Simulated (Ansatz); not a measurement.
Basis-set series for BGaH4 (`[BH2][GaH2]`). The species carries charge 0 and has multiplicity 1. The geometry is a stationary point of PBE0-D4/def2-TZVP.

```csv
functional,basis,functions,energy (Eh),HOMO (eV),LUMO (eV)
PBE0-D4,def2-SVP,66,-1951.47532,-7.60,-2.18
PBE0-D4,def2-TZVPP,135,-1951.75223,-7.62,-2.23
ωB97M-V,def2-SVP,66,-1951.63332,-9.71,-0.11
ωB97M-V,def2-TZVPP,135,-1951.91307,-9.77,-0.29
```

Task: Give the rows for def2-QZVPP. (Estimate.)

Result: The calculation gave: 
| functional | basis | functions | energy (Eh) | HOMO (eV) | LUMO (eV) |
| --- | --- | --- | --- | --- | --- |
| PBE0-D4 | def2-QZVPP | 266 | -1951.79778 | -7.62 | -2.24 |
| ωB97M-V | def2-QZVPP | 266 | -1951.95757 | -9.77 | -0.33 |

Scalar relativity is left out up to krypton.

All numbers were calculated with Ansatz.
